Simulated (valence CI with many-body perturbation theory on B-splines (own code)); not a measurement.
Values are calculated unless marked as measured or tabulated.
Run record, Te²¹⁺

The program does CI of the valence electrons with many-body perturbation theory for a frozen closed Dirac-Fock core.

Command, and the settings that its task file holds:

```sh
python run_cv.py task.json out
```

```
atom Te  Z=52  mass_number=130  rms_radius_fm=4.7423
core [Ar] 3d10 4s1
valence 4s2 4p1
avg = 1
basis = S
breit = 1
cap = 10000
capref = 1200
cscale = 1
de = 0.0
dress = 0
eps = 2e-08
extrap = 1
h = 0.27
hh = 1
l2 = 3
lcore = 6
maxit = 60
n2 = 5
natural = 1
nlev = 21
nno = [3, 3, 3, 2, 1]
nroot = 26
nsp = [3, 3, 2, 1, 0]
pt2 = 1
qed = 1
rpa = 1
s1 = 1
s2 = 1
s3 = 1
screen = 1
tol = 2e-05
whole = 1
```

Question: What became of the run, and why?

Answer: It gave no result: the perturbation theory needs a core of closed shells. The program said: "the core must hold closed shells only".
